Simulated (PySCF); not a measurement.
An unknown gives this computed stick spectrum. Theory: TDDFT CAM-B3LYP/def2-SVPD, vertical, gas phase, core orbitals frozen in the response in PySCF. Geometries: GFN2-xTB, one conformer each. The highest level found (9.09 eV, f 0.0000 so far) is left out, since the window may have cut off a degenerate partner.

| state | E (eV) | f | main configurations (H = HOMO, L = LUMO) |
| --- | --- | --- | --- |
| S1 | 8.00 | 0.112 | H-1/H→L (≥90%) |
| S2 | 8.01 | 0.112 | H-1/H→L (≥90%) |
| S3 | 8.38 | 0.0001 | H-1/H→L+1 (≥74%) |
| S4 | 8.38 | 0.0001 | H-1/H→L+1 (≥74%) |
| S5 | 9.05 | 0.020 | H-1/H→L+2 (≥30%), H-1/H→L+3 (≥23%), H-3/H-2→L (≥9%) |
| S6 | 9.05 | 0.020 | H-1/H→L+3 (≥27%), H-1/H→L+2 (≥26%), H-3/H-2→L (≥9%) |
| S7 | 9.06 | 0.056 | H-1/H→L+2 (≥41%), H-1/H→L+3 (≥32%) |

Triplets computed (Tamm–Dancoff): 7.79, 7.79 eV.

Orbital energies (eV): HOMO-3 -11.06, HOMO-2 -11.06, HOMO-1 -9.75, HOMO -9.75, LUMO 1.02, LUMO+1 1.96, LUMO+2 2.01.

**Question.** Which candidate is it?
A. `CC(C)(C)Cl`
B. `C[Si](C)(C)Cl`
C. `CC(C)CCl`

**Answer.** B. Its S1, at 8.00 eV, is the highest among the candidates; the nearest of the others has S1 at 7.45 eV. Löwdin shares by element: HOMO (one of a set within 0.03 eV) chlorine 39%, carbon 34% or more, silicon 15%; LUMO silicon 20%, carbon 19% or more, chlorine 11% (atoms not listed hold the other 50%). At the same level the other candidates give, for their lowest levels:
- `CC(C)CCl`: 7.45 eV (f 0.003); 7.49 eV (f 0.005); 8.20 eV (f 0.017); 8.26 eV (f 0.029); 8.94 eV (f 0.002); T1 6.79 eV; HOMO -9.74, LUMO 1.20 eV
- `CC(C)(C)Cl`: 7.33 eV (f 0.002 summed over 2 states); 8.15 eV (f 0.127 summed over 2 states); 9.28 eV (f 0.003 summed over 2 states); 9.31 eV (f 0.001 summed over 2 states); T1 6.66 eV; HOMO -9.70, LUMO 1.18 eV

Orbitals of the list HOMO-3 to LUMO+2 that lie within 0.01 eV of each other are written together with a slash and their weights summed (≥ marks a lower bound); for degenerate orbitals outside that list single weights are arbitrary.
